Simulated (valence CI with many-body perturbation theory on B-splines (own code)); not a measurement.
**Hyperfine factors and g values of Dy LI**

Calculated by configuration interaction combined with many-body perturbation theory (CI+MBPT): six valence electrons over a frozen Dirac-Fock core [Ne], a basis of 9 s, 9 p, 8 d, 6 f, 3 g, 1 h functions for each j, with the one-electron correlation potential Σ1, the two-electron term Σ2, the three-electron term Σ3, Breit, model QED; selected CI, second order for the rest, scaled by the run's own slope (own B-spline code, finite nucleus).

No measured spectrum was set against this ion. As an estimate, large intervals hold to a few tenths of a per cent, small ones and those within an open d or f shell to about a per cent. Among the levels kept, up to 1100 cm⁻¹ of a level comes from second order outside the variational space, and about a tenth of that is noise between levels of different J, which matters for small intervals.

A/g_I is the dipole constant over the nuclear g factor μ/I (μ in nuclear magnetons, uniformly magnetised nucleus), B/Q the quadrupole constant per barn. Both hold the static response of the core; the bare values leave it out. Large factors of s and p1/2 electrons are usually good to 5 to 10 %; those of open d and f shells near neutrality can be off by tens of per cent, and small factors of p3/2, d and f electrons come from cancelling terms and can be off by a factor of two or in sign, in half-filled shells by more. B is blank for J = 1/2, where it vanishes, and for nearly pure S terms. Energies count from the lowest level. Levels with J = 0 are left out.

Levels are named by their leading jj configuration (3d3/2^4 stands for four electrons in 3d with j = 3/2), which in mixed levels can hold well under half, so a name can repeat and another be missing. Letters in brackets count levels of one name in rising energy.

| Level | E (eV) | g | A/g_I (MHz) | A/g_I bare | B/Q (MHz/b) | B/Q bare |
| --- | --- | --- | --- | --- | --- | --- |
| (3s^2 3p1/2^2 3p3/2^2) J=2 | 0.00 | 1.338 | 138000 | 137000 | 26400 | 26000 |
| (3s^2 3p1/2 3p3/2^3) J=1 | 199.61 | 1.492 | -89800 | -85100 | -135000 | -133000 |
| (3s^2 3p1/2^2 3p3/2 3d3/2) J=2 | 202.24 | 1.045 | 106000 | 107000 | -2110 | -1900 |
| (3s^2 3p1/2 3p3/2^3) J=2 | 208.15 | 1.142 | 371000 | 365000 | -298000 | -293000 |
| (3s^2 3p1/2^2 3p3/2 3d3/2) J=1 | 208.98 | 1.128 | 93800 | 95200 | -115000 | -114000 |
| (3s^2 3p1/2^2 3p3/2 3d3/2) J=3 | 209.79 | 1.107 | 102000 | 103000 | 270000 | 268000 |
| (3s^2 3p1/2^2 3p3/2 3d5/2) J=4 | 252.80 | 1.260 | 67700 | 69000 | 285000 | 284000 |
| (3s^2 3p1/2^2 3p3/2 3d5/2) J=2 | 256.64 | 1.255 | 60800 | 62500 | -173000 | -170000 |
| (3s^2 3p1/2^2 3p3/2 3d5/2) J=3 | 274.60 | 1.187 | 63200 | 64300 | 12900 | 14600 |
| (3s^2 3p1/2^2 3p3/2 3d5/2) J=1 | 283.76 | 1.043 | -54400 | -50500 | 34800 | 35100 |
| (3s 3p1/2^2 3p3/2^3) J=2 | 354.43 | 1.467 | 786000 | 772000 | -250000 | -247000 |
| (3s 3p1/2^2 3p3/2^3) J=1 | 372.72 | 1.184 | -444000 | -430000 | -90000 | -88800 |
| (3s^2 3p1/2 3p3/2^2 3d3/2) J=2 [a] | 393.90 | 1.025 | 210000 | 208000 | -154000 | -152000 |
| (3s^2 3p1/2 3p3/2^2 3d3/2) J=1 [a] | 395.59 | 0.968 | 233000 | 230000 | -44400 | -44400 |
| (3s^2 3p1/2 3p3/2^2 3d3/2) J=3 [a] | 400.79 | 1.083 | 206000 | 205000 | -12300 | -11600 |
| (3s^2 3p1/2 3p3/2^2 3d3/2) J=4 | 408.58 | 1.049 | 230000 | 227000 | 44600 | 46000 |
| (3s^2 3p1/2^2 3d3/2^2) J=2 | 412.69 | 0.742 | 72400 | 74000 | 3380 | 3560 |
| (3s^2 3p1/2 3p3/2^2 3d3/2) J=2 [b] | 419.37 | 0.831 | 293000 | 289000 | 155000 | 155000 |
| (3s^2 3p1/2 3p3/2^2 3d3/2) J=3 [b] | 431.93 | 1.221 | 50700 | 52900 | 43700 | 43300 |
| (3s^2 3p1/2 3p3/2^2 3d3/2) J=2 [c] | 437.27 | 1.256 | 214000 | 213000 | -651 | -1730 |
| (3s^2 3p1/2 3p3/2^2 3d3/2) J=1 [b] | 440.77 | 1.488 | 157000 | 157000 | 83500 | 82400 |
| (3s^2 3p1/2 3p3/2^2 3d5/2) J=3 [a] | 441.06 | 1.270 | -43200 | -39700 | 33500 | 34700 |
| (3s^2 3p1/2 3p3/2^2 3d5/2) J=4 [a] | 441.38 | 1.291 | -9950 | -7020 | 112000 | 113000 |
| (3s^2 3p1/2 3p3/2^2 3d5/2) J=4 [b] | 452.10 | 1.177 | 189000 | 188000 | 3940 | 5120 |
| (3s^2 3p1/2 3p3/2^2 3d3/2) J=1 [c] | 452.25 | 0.986 | 82400 | 84400 | -61900 | -60300 |
| (3s^2 3p1/2 3p3/2^2 3d5/2) J=1 [a] | 454.25 | 0.907 | 208000 | 206000 | 26400 | 26400 |
| (3s^2 3p1/2 3p3/2^2 3d5/2) J=5 | 455.06 | 1.190 | 177000 | 175000 | 60200 | 61900 |
| (3s^2 3p1/2^2 3d3/2 3d5/2) J=3 | 465.46 | 1.081 | 48000 | 50000 | 9470 | 10100 |
| (3s^2 3p1/2 3p3/2^2 3d5/2) J=2 [a] | 470.60 | 1.267 | -114000 | -109000 | 233000 | 231000 |
| (3s^2 3p1/2^2 3d3/2 3d5/2) J=2 | 475.03 | 1.194 | 52600 | 54500 | -23300 | -24000 |
| (3s^2 3p1/2 3p3/2^2 3d5/2) J=3 [b] | 476.79 | 1.119 | 207000 | 205000 | 277000 | 275000 |
| (3s^2 3p1/2^2 3d3/2 3d5/2) J=1 | 478.30 | 1.536 | 39500 | 40900 | 11200 | 11900 |
| (3s^2 3p1/2 3p3/2^2 3d5/2) J=2 [b] | 479.61 | 1.093 | 150000 | 149000 | 38300 | 38700 |
| (3s^2 3p1/2^2 3d3/2 3d5/2) J=4 | 479.67 | 1.088 | 56300 | 58400 | 47700 | 50900 |

**Question.** Take the isotope of mass number 163, with I = 5/2, μ = 0.671 μN and Q = 2.65 b. What is the hyperfine structure of (3s^2 3p1/2^2 3p3/2^2) J=2?

**Answer.** From the table A = 37000 MHz, B = 69900 MHz. Shifts from the centre of gravity in MHz: F = 1/2: -210000, F = 3/2: -186000, F = 5/2: -128000, F = 7/2: -11200, F = 9/2: 202000.
